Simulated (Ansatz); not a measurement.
Ansatz (a first-principles code) input (HF/3-21G): The .json file is the Basis Set Exchange's 3-21G.

Ansatz 0.2 input:
```yaml
crystal:
  periodic: [false, false, false]
  atoms:
    - {symbol: Ga, position_ang: [-0.00000000, -0.00000000, -0.87929288]}
    - {symbol: Cl, position_ang: [0.00000000, 0.00000000, 1.60341642]}
basis:
  gaussian:
    orbitals: 3-21G.json
hamiltonian:
  xc: {name: HF}
total_charge: -1
magnetization: {spin_polarized: true, initial_magnetization: 1}
phonons: {temperatures: {t_min: 298.15, t_max: 298.15, t_step: 100}}
```

Output:

```
WARN ansatz: RAYON_NUM_THREADS=1 ignored (pool sized by the plan → 1); use --threads N
Functional definition: HF
integrals: 0.00 GiB planned
369 factors; integrals over basis functions are off by at most 5.8e-5 eV
mean field: 0.10 GiB planned
mean field evaluation 1: about -64523.7751 eV, gradient 6.8e0 eV
mean field evaluation 2: about -64523.7810 eV, gradient 6.7e0 eV
mean field evaluation 4: about -64524.2027 eV, gradient 8.0e-1 eV
mean field evaluation 8: about -64524.2200 eV, gradient 9.7e-3 eV
mean field evaluation 16: about -64524.2082 eV, gradient 3.0e-1 eV
mean field evaluation 32: about -64524.2161 eV, gradient 7.7e-2 eV
mean field -64524.22001629 eV, -2371.2213495116 hartree, gradient 4.5e-5 eV, S^2 0.754755; 1 other end points of the search recorded, 0 dependent functions left out
the calculation of the forces begins
reference -64524.22001629 eV, -2371.2213495116 hartree; 25, 24 occupied and 11, 12 virtual orbitals, 369 factors
these checks for a lower state are left out or cut short: stability, starts, cluster_reference, orbital_swaps, neighbouring_geometries, increment
integrals: 0.00 GiB planned
369 factors; integrals over basis functions are off by at most 5.8e-5 eV
mean field: 0.10 GiB planned
mean field -64524.22001629 eV, -2371.2213495116 hartree, gradient 2.2e-6 eV, S^2 0.754754; 0 other end points of the search recorded, 0 dependent functions left out
the calculation of the forces begins
reference -64524.22001629 eV, -2371.2213495116 hartree; 25, 24 occupied and 11, 12 virtual orbitals, 369 factors
these checks for a lower state are left out or cut short: stability, starts, cluster_reference, orbital_swaps, neighbouring_geometries, increment
integrals: 0.00 GiB planned
369 factors; integrals over basis functions are off by at most 5.8e-5 eV
mean field: 0.10 GiB planned
mean field -64524.22001629 eV, -2371.2213495116 hartree, gradient 2.2e-6 eV, S^2 0.754754; 0 other end points of the search recorded, 0 dependent functions left out
the calculation of the forces begins
reference -64524.22001629 eV, -2371.2213495116 hartree; 25, 24 occupied and 11, 12 virtual orbitals, 369 factors
these checks for a lower state are left out or cut short: stability, starts, cluster_reference, orbital_swaps, neighbouring_geometries, increment
integrals: 0.00 GiB planned
369 factors; integrals over basis functions are off by at most 5.8e-5 eV
mean field: 0.10 GiB planned
mean field evaluation 64: about -64524.2200 eV, gradient 4.2e-7 eV
mean field -64524.22001629 eV, -2371.2213495116 hartree, gradient 4.2e-7 eV, S^2 0.754754; 0 other end points of the search recorded, 0 dependent functions left out
the calculation of the forces begins
reference -64524.22001629 eV, -2371.2213495116 hartree; 25, 24 occupied and 11, 12 virtual orbitals, 369 factors
these checks for a lower state are left out or cut short: stability, starts, cluster_reference, orbital_swaps, neighbouring_geometries, increment
integrals: 0.00 GiB planned
369 factors; integrals over basis functions are off by at most 5.8e-5 eV
mean field: 0.10 GiB planned
mean field -64524.22001629 eV, -2371.2213495116 hartree, gradient 4.2e-7 eV, S^2 0.754754; 0 other end points of the search recorded, 0 dependent functions left out
the calculation of the forces begins
reference -64524.22001629 eV, -2371.2213495116 hartree; 25, 24 occupied and 11, 12 virtual orbitals, 369 factors
these checks for a lower state are left out or cut short: stability, starts, cluster_reference, orbital_swaps, neighbouring_geometries, increment
integrals: 0.00 GiB planned
369 factors; integrals over basis functions are off by at most 5.8e-5 eV
mean field: 0.10 GiB planned
mean field -64524.21999755 eV, -2371.2213488227 hartree, gradient 1.2e-6 eV, S^2 0.754764; 0 other end points of the search recorded, 0 dependent functions left out
the calculation of the forces begins
reference -64524.21999755 eV, -2371.2213488227 hartree; 25, 24 occupied and 11, 12 virtual orbitals, 369 factors
these checks for a lower state are left out or cut short: stability, starts, cluster_reference, orbital_swaps, neighbouring_geometries, increment
integrals: 0.00 GiB planned
369 factors; integrals over basis functions are off by at most 5.8e-5 eV
mean field: 0.10 GiB planned
mean field -64524.22000190 eV, -2371.2213489826 hartree, gradient 1.2e-6 eV, S^2 0.754745; 0 other end points of the search recorded, 0 dependent functions left out
the calculation of the forces begins
reference -64524.22000190 eV, -2371.2213489826 hartree; 25, 24 occupied and 11, 12 virtual orbitals, 369 factors
these checks for a lower state are left out or cut short: stability, starts, cluster_reference, orbital_swaps, neighbouring_geometries, increment
integrals: 0.00 GiB planned
369 factors; integrals over basis functions are off by at most 5.8e-5 eV
mean field: 0.10 GiB planned
mean field -64524.22001629 eV, -2371.2213495116 hartree, gradient 2.2e-6 eV, S^2 0.754754; 0 other end points of the search recorded, 0 dependent functions left out
the calculation of the forces begins
reference -64524.22001629 eV, -2371.2213495116 hartree; 25, 24 occupied and 11, 12 virtual orbitals, 369 factors
these checks for a lower state are left out or cut short: stability, starts, cluster_reference, orbital_swaps, neighbouring_geometries, increment
integrals: 0.00 GiB planned
369 factors; integrals over basis functions are off by at most 5.8e-5 eV
mean field: 0.10 GiB planned
mean field evaluation 96: about -64524.2200 eV, gradient 2.9e-2 eV
mean field -64524.22001629 eV, -2371.2213495116 hartree, gradient 2.2e-6 eV, S^2 0.754754; 0 other end points of the search recorded, 0 dependent functions left out
the calculation of the forces begins
reference -64524.22001629 eV, -2371.2213495116 hartree; 25, 24 occupied and 11, 12 virtual orbitals, 369 factors
these checks for a lower state are left out or cut short: stability, starts, cluster_reference, orbital_swaps, neighbouring_geometries, increment
integrals: 0.00 GiB planned
369 factors; integrals over basis functions are off by at most 5.8e-5 eV
mean field: 0.10 GiB planned
mean field -64524.22001629 eV, -2371.2213495116 hartree, gradient 4.2e-7 eV, S^2 0.754754; 0 other end points of the search recorded, 0 dependent functions left out
the calculation of the forces begins
reference -64524.22001629 eV, -2371.2213495116 hartree; 25, 24 occupied and 11, 12 virtual orbitals, 369 factors
these checks for a lower state are left out or cut short: stability, starts, cluster_reference, orbital_swaps, neighbouring_geometries, increment
integrals: 0.00 GiB planned
369 factors; integrals over basis functions are off by at most 5.8e-5 eV
mean field: 0.10 GiB planned
mean field -64524.22001629 eV, -2371.2213495116 hartree, gradient 4.2e-7 eV, S^2 0.754754; 0 other end points of the search recorded, 0 dependent functions left out
the calculation of the forces begins
reference -64524.22001629 eV, -2371.2213495116 hartree; 25, 24 occupied and 11, 12 virtual orbitals, 369 factors
these checks for a lower state are left out or cut short: stability, starts, cluster_reference, orbital_swaps, neighbouring_geometries, increment
integrals: 0.00 GiB planned
369 factors; integrals over basis functions are off by at most 5.8e-5 eV
mean field: 0.10 GiB planned
mean field -64524.22000190 eV, -2371.2213489826 hartree, gradient 1.2e-6 eV, S^2 0.754745; 0 other end points of the search recorded, 0 dependent functions left out
the calculation of the forces begins
reference -64524.22000190 eV, -2371.2213489826 hartree; 25, 24 occupied and 11, 12 virtual orbitals, 369 factors
these checks for a lower state are left out or cut short: stability, starts, cluster_reference, orbital_swaps, neighbouring_geometries, increment
integrals: 0.00 GiB planned
369 factors; integrals over basis functions are off by at most 5.8e-5 eV
mean field: 0.10 GiB planned
mean field evaluation 128: about -64524.2200 eV, gradient 1.1e-4 eV
mean field -64524.21999755 eV, -2371.2213488227 hartree, gradient 1.2e-6 eV, S^2 0.754764; 0 other end points of the search recorded, 0 dependent functions left out
the calculation of the forces begins
reference -64524.21999755 eV, -2371.2213488227 hartree; 25, 24 occupied and 11, 12 virtual orbitals, 369 factors
Total energy: -64524.22001629 eV, -2371.2213495116 hartree
Atom 0 at    -0.000000    -0.000000    -0.879293 Å, force    -0.000000     0.000000    -0.000845 eV/Å
Atom 1 at     0.000000     0.000000     1.603416 Å, force     0.000000    -0.000000     0.000845 eV/Å
Dipole moment:    -0.000000    -0.000000    -0.349300 e Å
Vibrations: 247.70 cm⁻¹, zero-point energy 0.015355 eV
```

The blocks after the first are displaced geometries, from whose forces the wavenumbers follow.

The dipole moment of an ion depends on the origin.
